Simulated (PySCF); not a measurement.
Electric field gradients and quadrupole coupling constants

Species: C4H6FN3.
Z-matrix (Å and degrees, GFN2-xTB geometry), rows numbered from 1:
```
C 
C   1  1.4829
N   2  1.3302  1  124.64
N   3  1.3104  2  105.90  1   179.91
C   4  1.4307  3  122.78  2  -178.75
N   4  1.3124  3  114.94  2    -0.06
C   6  1.3234  4  103.69  3     0.06
F   7  1.3270  2  127.75  1     0.53
H   1  1.0870  2  109.82  3   168.35
H   1  1.0877  2  110.05  3    47.45
H   1  1.0894  2  110.14  3   -71.61
H   5  1.0876  4  108.39  3  -156.60
H   5  1.0882  4  108.83  3   -36.12
H   5  1.0920  4  110.47  3    83.69
```

Field gradients from the PBE0/pcSseg-1 density (PySCF, non-relativistic), principal values in atomic units, ordered |Vxx| ≤ |Vyy| ≤ |Vzz|:

```csv
atom,Vxx,Vyy,Vzz
N3,0.2890,0.7497,-1.0386
N4,0.2339,0.5733,-0.8072
N6,0.2043,0.7615,-0.9658
```

Q: Find the asymmetry η = (Vxx − Vyy)/Vzz and the couplings χ = eQV/h (234.96 MHz × Q in barn × V in au), with Q(14N) = 0.02044 b.

A: 
```json
{"atom": "N3", "environment": "pyridine-type nitrogen", "nucleus": "14N", "η": "0.44", "χzz (MHz)": "-4.988", "χxx (MHz)": "1.388", "χyy (MHz)": "3.600"}
{"atom": "N4", "environment": "pyrrole-type nitrogen", "nucleus": "14N", "η": "0.42", "χzz (MHz)": "-3.877", "χxx (MHz)": "1.123", "χyy (MHz)": "2.753"}
{"atom": "N6", "environment": "pyridine-type nitrogen", "nucleus": "14N", "η": "0.58", "χzz (MHz)": "-4.639", "χxx (MHz)": "0.981", "χyy (MHz)": "3.657"}
```

Q: What is Vzz at N6 in SI units (1 au = 9.71736 × 10²¹ V/m²)?

A: -0.9658 au = -9.386 × 10²¹ V/m².

Q: What couplings would deuterons (Q(2H) = 0.00286 b) have in place of the hydrogens, at this geometry?

A: 
```json
{"atom": "H9", "bonded to": "C1", "bond length (Å)": "1.087", "Vzz (au)": "0.3116", "η": "0.04", "χzz (kHz)": "209"}
{"atom": "H10", "bonded to": "C1", "bond length (Å)": "1.088", "Vzz (au)": "0.3124", "η": "0.02", "χzz (kHz)": "210"}
{"atom": "H11", "bonded to": "C1", "bond length (Å)": "1.089", "Vzz (au)": "0.3101", "η": "0.02", "χzz (kHz)": "208"}
{"atom": "H12", "bonded to": "C5", "bond length (Å)": "1.088", "Vzz (au)": "0.3035", "η": "0.07", "χzz (kHz)": "204"}
{"atom": "H13", "bonded to": "C5", "bond length (Å)": "1.088", "Vzz (au)": "0.3032", "η": "0.07", "χzz (kHz)": "204"}
{"atom": "H14", "bonded to": "C5", "bond length (Å)": "1.092", "Vzz (au)": "0.2978", "η": "0.07", "χzz (kHz)": "200"}
```

Geometry: GFN2-xTB; no solvent, vibrations or thermal averaging. GFN2-xTB frequencies show an imaginary mode (35i cm⁻¹), so this geometry is no minimum at that level. GFN2-xTB bond lengths can be off by several hundredths of an ångström, more for odd bonds, and the gradients follow them. The basis is small and wasn't made for field gradients, so the couplings can be 20 % off.
